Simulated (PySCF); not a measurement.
**MCs cations for M along the halogens**

PBE0 with double-zeta basis sets in PySCF, for the lowest determinant that a PBE0 search found; no spin–orbit coupling. De refers to high-spin ground-configuration atoms (the charge goes to the atom of lower measured ionisation energy or higher electron affinity, which is not always the lowest computed limit). A positive dipole points towards Cs; it is taken about the centre of mass and depends on that origin.

```csv
M,basis,charged atom,state (unpaired electrons),Re (Å),ωe (cm⁻¹),De (eV),μ (D)
F,def2-SVP,Cs+,doublet (π ↑),3.206,101,0.18,1.56
Cl,def2-SVP,Cs+,doublet (π ↑),3.628,77.4,0.24,2.73
Br,def2-SVP,Cs+,doublet (π ↑),3.809,52.6,0.21,5.71
```

The shortest bond is that of CsF⁺ (3.206 Å), the longest that of CsBr⁺ (3.809 Å).

Down a group the atoms grow and get heavier, so bonds lengthen and wavenumbers fall; this series shows no clear exception.

Weak bonds: CsBr⁺, CsCl⁺, CsF⁺. Basis-set superposition, not corrected here, can be much of De in a small basis, most of all at correlated wavefunction levels. Spin–orbit coupling is left out, which matters for elements this heavy, above all for dissociation energies. For an ion De counts to the pair picked by the measured ionisation energies or electron affinities, which need not be the lowest pair at this level. States were picked by a PBE0 search and need not be the measured ground states.
